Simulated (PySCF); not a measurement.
Structure problem from calculated spectra and properties.

Elements present: C, H, O and S. Monoisotopic mass: 122.0038 u.

| Item | Value |
| --- | --- |
| 13C NMR | chemical shifts (computed TMS as zero) by class: 136.1 (1 C), 128.2 (1 C), 56.1 (1 C) ppm [GIAO KT2/pcSseg-2] |
| Valence photoelectron | vertical ionisation energy: 10.92 eV [ΔSCF wB97X-D/def2-SVPD] |
| UV, strongest line | among the 10 lowest singlet transitions: S5 at 8.10 eV (153 nm, f = 0.131) [TDDFT wB97X-D/def2-SVPD] |
| UV, first state | lowest singlet excitation: 6.85 eV (181 nm, f = 0.022) [TDDFT wB97X-D/def2-SVPD] |
| Triplet | lowest triplet excitation (Tamm–Dancoff): 4.38 eV [TDA wB97X-D/def2-SVPD] |
| Rotational structure | rotational constants A, B, C: 3.527, 1.903, 1.697 GHz [PBE0-D3(BJ)/def2-SVP] |
| NMR, other nuclei | isotropic shieldings of nuclei other than C and H, by class: 99 (2 O), 135 (1 O), 190 (1 S) ppm [GIAO KT2/pcSseg-2] |

Electronic properties: PySCF, gas phase, density fitting. Levels stand in brackets. The structure is a single PBE0-D3(BJ)/def2-SVP conformer in the gas phase; no vibrational or solvent corrections. Each NMR value is the plain mean over a class of atoms that symmetry, rotation or inversion makes alike.

Question: Which formula fits the mass and the elements?

Answer: C3H6O3S (calculated 122.0038). No other formula that holds each of these elements comes within 0.0003 u with a fitting electron parity and a possible valence count.

Question: What is the compound? Reason from the data.

Answer: Numbering: `[CH2:1]=[CH:2][S:3](=[O:4])(=[O:5])[O:6][CH3:7]`. 3 carbons fall into 3 classes; from least to most shielded: alkene CH carbon [C2] (136.1 ppm), terminal =CH2 carbon [C1] (128.2 ppm), methoxy carbon [C7] (56.1 ppm). The other shieldings belong to: 99 ppm, sulfonyl oxygen [O4/O5]; 135 ppm, oxygen bonded to C and S [O6]; 190 ppm, sulfonyl sulfur [S3]. The first electron is taken from the HOMO, whose largest Löwdin shares are 0.26 on the alkene CH carbon, 0.24 on the terminal =CH2 carbon, 0.17 on the oxygen bonded to C and S and 0.11 on a sulfonyl oxygen. The optimised geometry has point group C1 and is an asymmetric top. Structure: `C=CS(=O)(=O)OC`. Computed isomers that give other values at the same levels: `O=S1(=O)CCCO1` (rotational constant A: 3.973 GHz; this holds for the one conformer computed). The assignments are read from this structure; whether some other isomer fits the data as well wasn't checked.

Conformer computed: `[CH2:1]=[CH:2][S:3](=[O:4])(=[O:5])[O:6][CH3:7]`: C1–C2–S3–O4 -135°, C2–S3–O6–C7 91°.
